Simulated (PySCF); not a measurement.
Excitations are Tamm–Dancoff values on a coarser integration grid. The basis has no diffuse functions, so Rydberg states are missing or too high.

## H6NSi, SMILES `[NH3+][SiH3]` (charge 1, multiplicity 1)

The numbers are results of PBE-D3(BJ)/def2-TZVP // PBE0-D4/def2-TZVP (PySCF 2.14.0), not measurements.

```json
{
  "HOMO": "-14.13 eV",
  "HOMO–LUMO gap": "7.41 eV",
  "LUMO": "-6.73 eV",
  "S1 excitation (TDA)": "7.57 eV",
  "S1 oscillator strength": "0.008",
  "T1 excitation (TDA)": "7.08 eV",
  "S1–T1 gap (TDA)": "0.48 eV",
  "total_energy": "-347.4164 Ha",
  "cost": "about 2.3 core-minutes (a rough figure)"
}
```

```xyz
8

N      0.9177    -0.0878     0.0048
Si    -0.9691     0.0927    -0.0051
H      1.2091    -1.0610    -0.1083
H      1.3564     0.4430    -0.7506
H      1.3289     0.2453     0.8793
H     -1.1459     1.5437     0.1679
H     -1.3278    -0.4381    -1.3302
H     -1.3694    -0.7378     1.1422
```
Charge +1, spin multiplicity 1.
